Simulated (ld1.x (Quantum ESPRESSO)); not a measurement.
## Reading a pseudo-wave (chromium (Cr))

Columns: radius, all-electron u(r) and pseudo u(r) of the 3p shell (level -49.27 eV) of chromium in the configuration [Ne] 3s2 3p6 3d4 4s2 4p0; PBE, scalar-relativistic, TM scheme, ld1.x (Quantum ESPRESSO) 7.5.

```
r (bohr)  all-electron   pseudo
   0.128        0.5476  -0.0702
   0.255        0.3336  -0.2618
   0.382       -0.2432  -0.5273
   0.510       -0.7275  -0.8002
   0.638       -1.0038  -1.0050
   0.765       -1.0993  -1.0950
   0.893       -1.0762  -1.0757
   1.020       -0.9878  -0.9878
   1.148       -0.8696  -0.8696
   1.275       -0.7459  -0.7459
   1.402       -0.6279  -0.6279
   1.530       -0.5207  -0.5207
   1.658       -0.4275  -0.4275
   1.785       -0.3489  -0.3489
   1.912       -0.2832  -0.2832
   2.040       -0.2285  -0.2285
   2.168       -0.1837  -0.1837
   2.295       -0.1475  -0.1475
   2.422       -0.1182  -0.1182
   2.550       -0.0944  -0.0944
   2.678       -0.0753  -0.0753
   2.805       -0.0600  -0.0600
   2.932       -0.0478  -0.0478
   3.060       -0.0380  -0.0380
   3.188       -0.0301  -0.0301
   3.315       -0.0239  -0.0239
```

(1) How many radial nodes do the two functions have?

(2) At about which radius was the pseudo-wave matched?

(3) Where does each function peak?

(4) Is the pseudo-wave norm-conserving?

Answers

(1) The all-electron 3p function has n − l − 1 = 1; the pseudo-wave has 0, since the states of the same l below it are removed with the core.

(2) 1.05 bohr. The columns agree to 0.0005 from 0.89 bohr on; several derivatives are matched, so the curves merge somewhat inside the radius.

(3) Outermost all-electron maximum near 0.77 bohr, pseudo maximum near 0.77 bohr (to the table’s step).

(4) Yes: the TM scheme keeps the norm inside the radius equal to the all-electron one, which fixes the energy derivative of the logarithmic derivative at the level.
